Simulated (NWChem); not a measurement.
Molecule: C2H3F3Si; SMILES C(/F)=C(/[SiH2]F)F

```xyz
9

F     -1.3983    -1.7702     0.0842
C     -0.0628    -1.6735     0.1896
C      0.5588    -0.5089    -0.0125
F      1.9163    -0.5106     0.1338
Si    -0.2226     1.1236    -0.4948
F     -0.4775     2.0321     0.8165
H      0.4277    -2.6070     0.4493
H     -1.5210     0.8707    -1.1574
H      0.7338     1.8325    -1.3765
```
Atoms are numbered in this order, from 1.

Results from NWChem. Pople sets run with spherical d functions. Geometry: optimised at B3LYP/6-31G* (spherical d). Level: B3LYP/6-31G* with SMD (1 M gas to 1 M solution), gas-phase geometry. Reactions with the solvent are ignored.

Problem. Estimate the computed values for solvent toluene. Quantities: solvation free energy (kcal/mol); cavity-dispersion-structure term (kcal/mol); dipole in solution (D).

Solution. 
```json
{
 "solvation free energy (kcal/mol)": "-0.9",
 "cavity-dispersion-structure term (kcal/mol)": "0.9",
 "dipole in solution (D)": "1.71"
}
```
